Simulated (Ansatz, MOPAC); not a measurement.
System: SeCl, charge 0, multiplicity 2. SMILES: [Se]Cl

Atoms: Se1, Cl2. Bonds: Se1-Cl2.

Bond lengths (Å) and angles (degrees) optimised at PM7 with MOPAC; HF/STO-3G with Ansatz (an electronic-structure program); HF/6-31G* with LANL2DZ past Ar with Ansatz; PBE/6-31G* with LANL2DZ past Ar with Ansatz; B3LYP/LANL2DZ with Ansatz; B3LYP/6-31G* with LANL2DZ past Ar with Ansatz, each started from the B3LYP-D3(BJ)/def2-TZVP structure (Ansatz) of the last column. A row stands for all coordinates that are equal there. 6-31G* holds six Cartesian d functions.

| coordinate | PM7 | HF/STO-3G | HF/6-31G* with LANL2DZ past Ar | PBE/6-31G* with LANL2DZ past Ar | B3LYP/LANL2DZ | B3LYP/6-31G* with LANL2DZ past Ar | B3LYP-D3(BJ)/def2-TZVP |
|---|---|---|---|---|---|---|---|
| Se1-Cl2 | 2.226 | 2.186 | 2.229 | 2.240 | 2.326 | 2.241 | 2.147 |

Mean signed difference of all 1 bond lengths from B3LYP-D3(BJ)/def2-TZVP: PM7 0.079 Å, HF/STO-3G 0.039 Å, HF/6-31G* with LANL2DZ past Ar 0.082 Å, PBE/6-31G* with LANL2DZ past Ar 0.093 Å, B3LYP/LANL2DZ 0.179 Å, B3LYP/6-31G* with LANL2DZ past Ar 0.094 Å.
